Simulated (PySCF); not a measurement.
C₂H₅S, SMILES C[CH]S, multiplicity 2.

Geometry: r2SCAN-D4/def2-TZVP. The isomer is the one that the SMILES or the coordinates give; other isomers of the formula were not compared. One conformer was computed; it need not be the lowest.

Method: r2SCAN-D4/def2-TZVP in PySCF.

Frequencies are harmonic and unscaled.

Computed vibrational spectrum:
```tsv
mode	ν (cm⁻¹)	IR (km/mol)	moving atoms (share of kinetic energy)
1	141	0.4	H 98 %
2	215	3.5	H 72 %, C 20 %
3	328	3.5	C 47 %, H 36 %, S 17 %
4	401	39.8	H 78 %, C 20 %
5	715	6.9	C 48 %, S 32 %, H 19 %
6	905	6.7	H 93 %
7	1002	1.4	H 74 %, C 26 %
8	1063	7.9	H 57 %, C 41 %
9	1127	0.7	C 60 %, H 39 %
10	1317	15.2	H 70 %, C 29 %
11	1395	2.3	H 80 %, C 20 %
12	1463	10.1	H 96 %
13	1478	3.3	H 97 %
14	2657	2.5	H 97 %
15	2965	40.9	H 95 %
16	3035	23.4	H 93 %
17	3101	17.4	H 91 %, C 9 %
18	3197	4.3	H 92 %
```
